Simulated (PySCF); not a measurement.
Rows and methods have been separated. Pair them.

C2H7BO3.
Structure used (PBE0-D3(BJ)/def2-SVP), in Å, numbered top down from 1:
```xyz
13
C2H7BO3 angstrom
C      1.9252   -0.8584   -0.2994
O      0.5594   -0.5762   -0.1489
B      0.0480    0.6549   -0.4104
O      0.8502    1.6794   -0.8216
O     -1.2875    0.8789   -0.2535
C     -2.1436   -0.1495    0.1679
H      2.0945   -1.4463   -1.2169
H      2.5315    0.0585   -0.3567
H      2.2648   -1.4596    0.5582
H      0.3364    2.4834   -0.9446
H     -2.1480   -0.9928   -0.5425
H     -1.8530   -0.5438    1.1557
H     -3.1627    0.2577    0.2369
```

The closed-shell ground state was solved 7 times with PySCF (density fitting, gas phase), always in the pcSseg-1 basis (137 functions), with these functionals: B3LYP, B97-2, B97-D, BHandHLYP, BLYP, PBE0 and wB97X-D.

```tsv
row	total energy (Eh)	HOMO (eV)	LUMO (eV)	dipole (D)
P	-330.8416	-6.57	0.73	0.24
Q	-330.6820	-8.13	1.54	0.28
R	-331.0690	-7.86	1.15	0.27
S	-330.9644	-6.41	0.56	0.23
T	-330.9366	-7.86	1.54	0.27
U	-330.9512	-10.07	3.42	0.31
V	-330.8832	-9.67	2.24	0.31
```

Task: Which functional belongs to which row?

Result: P = B97-D, Q = PBE0, R = B3LYP, S = BLYP, T = B97-2, U = wB97X-D, V = BHandHLYP. By rising HOMO–LUMO gap: BLYP (GGA) 6.97 eV; B97-D (GGA) 7.30 eV; B3LYP (global hybrid, 20 % exact exchange) 9.01 eV; B97-2 (global hybrid, 21 % exact exchange) 9.40 eV; PBE0 (global hybrid, 25 % exact exchange) 9.67 eV; BHandHLYP (global hybrid, 50 % exact exchange) 11.91 eV; wB97X-D (range-separated hybrid) 13.49 eV. Total energies of different functionals aren't bounds to one another; each is stationary for its own functional.

One conformer stands for the species.

Note: B97-D and wB97X-D ran without an empirical dispersion term, which enters the total energy and its gradient alone.
